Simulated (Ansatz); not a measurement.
Gas-phase electronic energies from Ansatz, PBE0-D4/def2-TZVP geometries. CCSD(T)/CBS adds triple-zeta CCSD(T) − MP2 to the extrapolated MP2 energy (def2 sets, frozen cores). This one scheme is used for every species. DFT in def2-TZVPP. B3LYP here is the variant with VWN-RPA as its local correlation; programs differ in this. HSE06 is defined as in plane-wave codes. For Mg outer-core shells are correlated without core-valence functions, which leaves a few kJ/mol of doubt a bond. Each species was taken in one conformer, which may not be the lowest.

Consider the redistribution: `[CH3][Mg][NH2]` + `CC(C)[Si]O` → `C[CH](C)[Mg][NH2]` + `C[Si]O`.

| level | ΔE (kJ/mol) | difference from CCSD(T)/CBS |
| --- | --- | --- |
| LDA (SPW92) | 24.0 | 3.7 |
| PBE-D4 | 19.9 | -0.4 |
| revPBE-D4 | 21.0 | 0.7 |
| BLYP-D4 | 19.8 | -0.5 |
| r2SCAN-D4 | 21.8 | 1.5 |
| B97M-V | 19.9 | -0.4 |
| PBE0-D4 | 20.8 | 0.5 |
| B3LYP-D4 | 20.4 | 0.1 |
| r2SCANh-D4 | 21.8 | 1.5 |
| r2SCAN0-D4 | 21.9 | 1.6 |
| HSE06-D4 | 20.4 | 0.1 |
| BHLYP-D4 | 21.2 | 0.9 |
| CAM-B3LYP-D4 | 21.1 | 0.8 |
| ωB97X-V | 21.1 | 0.8 |
| ωB97M-V | 21.3 | 1.0 |
| B2PLYP | 17.4 | -2.9 |
| PBE | 16.4 | -3.9 |
| revPBE | 13.1 | -7.2 |
| BLYP | 12.7 | -7.6 |
| r2SCAN | 21.0 | 0.7 |
| PBE0 | 17.8 | -2.5 |
| B3LYP | 14.9 | -5.4 |
| r2SCANh | 21.0 | 0.7 |
| r2SCAN0 | 20.9 | 0.6 |
| HSE06 | 17.6 | -2.7 |
| BHLYP | 16.7 | -3.6 |
| CAM-B3LYP | 18.0 | -2.3 |
| LC-ωPBE | 20.1 | -0.2 |
| RPA@PBE/def2-TZVPP | 16.6 | -3.7 |
| HF/def2-SVP | 14.2 | -6.1 |
| MP2/def2-SVP | 19.9 | -0.4 |
| CCSD/def2-SVP | 16.8 | -3.5 |
| CCSD(T)/def2-SVP | 17.5 | -2.8 |
| HF/def2-TZVPP | 14.7 | -5.6 |
| MP2/def2-TZVPP | 20.9 | 0.6 |
| CCSD(T)/def2-TZVPP | 19.4 | -0.9 |
| SCS-MP2/def2-QZVPP | 19.2 | -1.1 |
| HF/CBS(def2) | 14.7 | -5.6 |
| MP2/CBS(def2) | 21.9 | 1.6 |
| CCSD/CBS(def2) | 19.3 | -1.0 |
| CCSD(T)/CBS | 20.3 | 0 |

Largest T1 diagnostic among the species: 0.014.

In def2-TZVPP, CCSD(T) changes the Hartree–Fock value by +4.7 kJ/mol (the triples alone add +1.0 kJ/mol) and MP2 by +6.2 kJ/mol. From BLYP to BHLYP (50 % exact exchange), in def2-TZVPP and without D4, ΔE moves by +4.1 kJ/mol. Leaving LDA and LC-ωPBE aside and taking each functional with its dispersion term where it has one, the values spread over 4.5 kJ/mol, from B2PLYP to r2SCAN0-D4. LDA lies +7.5 kJ/mol from PBE without D4.
